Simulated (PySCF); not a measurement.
**Working out the excitation energy of C⁺**

C⁺ [He] 2s2 2p1 (2P) → C⁺ [He] 2s1 2p1 3s1 (4P). All numbers are calculated (PySCF 2.14, no relativity, point nucleus, in dyall-av2z (11s7p2d, 42 functions)). Frozen: 1s2; the 8 highest virtual orbitals dropped. Energies in hartree (1 hartree = 27.21139 eV):

```
            part  C⁺ (lower)  C⁺ (upper)
             UHF  -37.295165  -36.602013
CCSD correlation   -0.071957   -0.011348
             (T)   -0.000847   -0.000064
```

Q: What does Hartree-Fock give?

A: (-36.602013) − (-37.295165) = 0.693152 hartree = 18.862 eV.

Q: What do CCSD and CCSD(T) give?

A: The CCSD correlation energies differ by 0.060609 hartree = 1.649 eV and the triples by 0.000783 hartree = 0.021 eV, so CCSD gives 20.511 eV and CCSD(T) 20.532 eV.

A double-zeta basis recovers only part of the correlation energy.
